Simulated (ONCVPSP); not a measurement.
## Transferability test, ONCV potential for Ce

ONCVPSP 4.0.1 input, shortened (lines: element, Z, core and valence counts, functional; n l f; lmax; l rc ep ncon nbas qcut; lloc lpopt rc5 dvloc0; l nproj debl; icmod fcfact rcfact), PW91, scalar-relativistic:

```
  Ce 58.00    9    6  -109134      upf
    1    0    2.00
    2    0    2.00
    2    1    6.00
    3    0    2.00
    3    1    6.00
    3    2   10.00
    4    0    2.00
    4    1    6.00
    4    2   10.00
    4    3    1.00
    5    0    2.00
    5    1    6.00
    5    2    1.00
    6    0    1.75
    6    1    0.25
    3
    0    2.35    0.00    4    8    4.80
    1    2.75    0.00    4    9    5.20
    2    2.50    0.00    3    6    4.30
    3    1.10    0.00    4    8   18.70
    4    5    0.75    4.00
    0    2    3.40
    1    3    3.20
    2    2    1.80
    3    1    2.30
    0    0.00    0.00
```

Energies are relative to the spin-unpolarised reference configuration 4f1 5s2 5p6 5d1 6s1.75 6p0.25; without spin polarisation the order of configurations can differ from experiment.

```csv
valence configuration,charge,ΔE all-electron (eV),error AE − PS (meV)
4f1 5s2 5p6 5d1 6s1 6p0,+1,5.508,-1.3
4f1 5s2 5p6 5d2 6s0 6p0,+1,5.663,-11
```

Q: What are ΔE and the potential's error for 4f1 5s2 5p6 5d1 6s0 6p0?

A: ΔE = 16.615 eV all-electron; the error (AE − PS) is -4.5 meV.

Q: What are ΔE and the potential's error for 4f1 5s2 5p6 5d1 6s2 6p0?

A: ΔE = -0.605 eV all-electron; the error (AE − PS) is +0.1 meV.

Levels in the configuration 4f1 5s2 5p6 5d1 6s2 6p0:

```
level  all-electron (eV)  pseudo (eV)
   4f             -5.445       -5.440
   5s            -40.641      -40.641
   5p            -23.259      -23.259
   5d             -3.095       -3.095
   6s             -3.783       -3.783
```

Note: ghosts flagged at negative energy: s at -466.6 eV, p at -73.7 eV; GHOST(+) flagged for d at 51.7 eV, s at 83.4 eV. A true bound ghost makes a file unfit for plane-wave use.
